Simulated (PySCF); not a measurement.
PySCF job for H7Si3, SMILES [SiH2][SiH2][SiH3], multiplicity 2, PBE0/pcH-1. Geometry optimised at PBE0-D3(BJ)/def2-SVP. The isomer is the one that the SMILES or the coordinates give; other isomers of the formula were not compared.

```python
import numpy as np
from pyscf import gto, scf, dft
from pyscf.prop.hfc import uks as hfc

mol = gto.M(
    atom='''
    Si    1.89941912    0.56397340    0.09075060
    Si    0.08510883   -0.81154077   -0.40738220
    Si   -1.86762111    0.23366140    0.36483287
    H     3.24373637    0.02150138   -0.27941356
    H     1.74691124    1.96352231   -0.41601423
    H    -0.03312645   -1.07994809   -1.87881725
    H     0.27197069   -2.12195435    0.29165516
    H    -3.07632974   -0.58889235    0.05181859
    H    -2.00979183    1.57142991   -0.28856864
    H    -1.78006623    0.42902458    1.84452226
    ''',
    basis='pcH-1',
    charge=0,
    spin=1,
    max_memory=1600,
    verbose=3,
)
mf = dft.UKS(mol, xc='pbe0').density_fit(auxbasis='def2-universal-jkfit')
mf.grids.level = 3
mf.conv_tol = 1e-10
mf.max_cycle = 100
mf.kernel()
fine, coarse = mf.grids, dft.Grids(mol).set(level=1).build(with_non0tab=True)
for _ in range(3):  # follow internal instabilities
    mf.grids = coarse
    mo, _, stable, _ = mf.stability(return_status=True, nroots=4)
    mf.grids = fine
    if stable:
        break
    mf.kernel(mf.make_rdm1(mo, mf.mo_occ))
A = hfc.HFC(mf).make_fcdip(mf.make_rdm1())  # Fermi contact and dipolar terms, MHz
print('atom   A(iso)/MHz   principal dipolar parts/MHz')
for i, a in enumerate(A):
    w = np.linalg.eigvalsh((a + a.T) / 2)
    print(f'{mol.atom_symbol(i):2s}{i + 1:3d} {w.mean():12.2f}', (w - w.mean()).round(2))
```

Program output:

```

WARN: HOMO -0.173563208619115 >= LUMO -0.173563208619086

converged SCF energy = -872.228232711286  <S^2> = 0.75348923  2S+1 = 2.0034862
<class 'pyscf.df.df_jk.DFUKS'> wavefunction is stable in the internal stability analysis
atom   A(iso)/MHz   principal dipolar parts/MHz
Si  1      -370.64 [-169.58   84.62   84.96]
Si  2       -11.84 [-5.16  0.69  4.47]
Si  3         0.39 [-0.63 -0.05  0.68]
H   4        -4.32 [-9.95  1.86  8.09]
H   5        -7.55 [-10.03   1.84   8.18]
H   6        70.59 [-2.34 -0.13  2.47]
H   7        -1.46 [-2.44 -1.19  3.63]
H   8        -2.13 [-0.62 -0.43  1.05]
H   9         1.05 [-1.1  -0.83  1.92]
H  10        -0.31 [-1.26 -1.08  2.35]
```

The run converged.

Cost: around 2.1 core-minutes (rough).
